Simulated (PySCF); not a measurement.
**Potential energy of BeTl⁻ along the bond**

Set-up: basis Be aug-cc-pVDZ, Tl aug-cc-pVDZ-PP with ECP60; scalar-relativistic core potentials; PySCF 2.14. Energies in eV from Be + Tl⁻ in their ground configurations at the same level. State: ³Σ⁻ (triplet), unpaired electrons π ↑↑.

```json
{"R (Å)": "2.123", "UHF-MP2": "-0.739", "LC-ωPBE": "-0.781"}
{"R (Å)": "2.222", "UHF-MP2": "-0.930", "LC-ωPBE": "-0.949"}
{"R (Å)": "2.321", "UHF-MP2": "-1.025", "LC-ωPBE": "-1.028"}
{"R (Å)": "2.395", "UHF-MP2": "-1.049", "LC-ωPBE": "-1.048"}
{"R (Å)": "2.469", "UHF-MP2": "-1.043", "LC-ωPBE": "-1.043"}
{"R (Å)": "2.543", "UHF-MP2": "-1.013", "LC-ωPBE": "-1.020"}
{"R (Å)": "2.642", "UHF-MP2": "-0.944", "LC-ωPBE": "-0.971"}
{"R (Å)": "2.765", "UHF-MP2": "-0.804", "LC-ωPBE": "-0.892"}
{"R (Å)": "2.913", "UHF-MP2": "-0.659", "LC-ωPBE": "-0.787"}
{"R (Å)": "3.111", "UHF-MP2": "-0.538", "LC-ωPBE": "-0.648"}
```

Question: Put a parabola through the three lowest points of the LC-ωPBE curve and estimate Re, k and ωe (reduced mass 8.633 u; 1 eV/Å² = 0.16022 mdyn/Å; ωe = 1302.8·√(k/μ) cm⁻¹).

Answer: Through R = 2.321, 2.395, 2.469 Å the second-order coefficient is 2.28 eV/Å², so Re ≈ 2.417 Å, k ≈ 0.731 mdyn/Å and ωe ≈ 379 cm⁻¹. A polynomial fit of higher order to the unrounded LC-ωPBE energies gives Re = 2.414 Å, k = 0.657 mdyn/Å, ωe = 359 cm⁻¹; anharmonicity and rounding make the difference.

The higher-order fit for each curve: LC-ωPBE: Re = 2.414 Å, ωe = 359 cm⁻¹, De = 1.05 eV. UHF-MP2 gives no reliable minimum on this grid.

⟨S²⟩ is raised (BeTl⁻ 2.29), so spin contamination touches these numbers. Correlated steps freeze 4 core orbitals. Correlated levels converge slowly with the basis: in double zeta they bind strong bonds too weakly, by up to about 1 eV, and carry superposition errors of some tenths. Spin–orbit coupling is left out, which matters for elements this heavy, above all for dissociation energies. For an ion De counts to the pair picked by the measured ionisation energies or electron affinities, which need not be the lowest pair at this level. The state is the lowest determinant that a PBE0 search found; another state may lie lower at other levels.
